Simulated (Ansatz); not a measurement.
```yaml
crystal:
  periodic: [false, false, false]
  atoms:
    - {symbol: N, position_ang: [-1.510227, 1.387042, -0.264662]}
    - {symbol: Ge, position_ang: [0.218794, 0.840526, 0.049852]}
    - {symbol: C, position_ang: [0.257295, -0.950108, 0.932172]}
    - {symbol: Si, position_ang: [0.876684, -1.172844, -0.835707]}
    - {symbol: H, position_ang: [-1.616469, 1.901961, -1.127566]}
    - {symbol: H, position_ang: [-1.907185, 1.935758, 0.486749]}
    - {symbol: H, position_ang: [1.184265, 1.874532, 0.655778]}
    - {symbol: H, position_ang: [-0.725073, -1.358166, 1.159692]}
    - {symbol: H, position_ang: [0.963087, -1.098479, 1.745376]}
    - {symbol: H, position_ang: [2.314180, -1.494504, -1.005883]}
    - {symbol: H, position_ang: [0.009950, -1.922818, -1.775101]}
basis:
  gaussian: {orbitals: cc-pVTZ-DK}
total_charge: -3
magnetization: {spin_polarized: true, initial_magnetization: 1}
hamiltonian: {xc: {name: PBE0}, dispersion: d3bj}
output: {forces: true}
```

```sh
$ ansatz run in.yaml --threads 4 --pin off --events-out ev --progress --plain --max-ram 10444MiB
```

It prints (some lines left out):

```
Functional definition: PBE0
1475 factors; their error is unknown
mean field evaluation 1: about -67608.4453 eV, gradient 3.7e1 eV
mean field evaluation 2: about -67586.9037 eV, gradient 7.0e1 eV
mean field evaluation 4: about -67614.2877 eV, gradient 1.8e1 eV
mean field evaluation 8: about -67617.4403 eV, gradient 6.3e-1 eV
mean field evaluation 16: about -67617.6764 eV, gradient 6.4e-1 eV
mean field evaluation 64: about -67617.5787 eV, gradient 4.5e-1 eV
mean field evaluation 96: about -67617.9602 eV, gradient 5.4e-1 eV
mean field -67617.98296129 eV, -2484.9150407125 hartree, gradient 9.2e-6 eV, S^2 1.623236; 12 other end points of the search recorded, 0 dependent functions left out
reference -67617.98299771 eV, -2484.9150420509 hartree; 35, 34 occupied and 200, 201 virtual orbitals, 1475 factors
Total energy: -67618.19877285 eV, -2484.9229716408 hartree
Relativity: scalar
Atom 0 at    -1.510227     1.387042    -0.264662 Å, force    -1.021280    -0.959396     0.125091 eV/Å
Atom 1 at     0.218794     0.840526     0.049852 Å, force     0.446664     1.337867    -0.280181 eV/Å
Atom 2 at     0.257295    -0.950108     0.932172 Å, force    -0.078664     0.312747     0.013433 eV/Å
Atom 3 at     0.876684    -1.172844    -0.835707 Å, force     0.351533    -1.069542    -1.156882 eV/Å
Atom 4 at    -1.616469     1.901961    -1.127566 Å, force    -0.131204     0.748743    -0.607249 eV/Å
Atom 5 at    -1.907185     1.935758     0.486749 Å, force    -0.553160     0.712944     0.475076 eV/Å
Atom 6 at     1.184265     1.874532     0.655778 Å, force     0.655277     0.982468     0.950632 eV/Å
Atom 7 at    -0.725073    -1.358166     1.159692 Å, force    -0.345470    -0.323204     0.226278 eV/Å
Atom 8 at     0.963087    -1.098479     1.745376 Å, force     0.364398    -0.415687     0.641655 eV/Å
Atom 9 at     2.314180    -1.494504    -1.005883 Å, force     0.570499    -0.458218    -0.015622 eV/Å
Atom 10 at     0.009950    -1.922818    -1.775101 Å, force    -0.258593    -0.868721    -0.372230 eV/Å
Dipole moment:     0.205813     0.378644    -0.135454 e Å
```

Task: What is wrong with this run?

Result: The charge is far from anything that the molecule holds. Self-consistency was reached. The result belongs to that input, not to the molecule as meant.
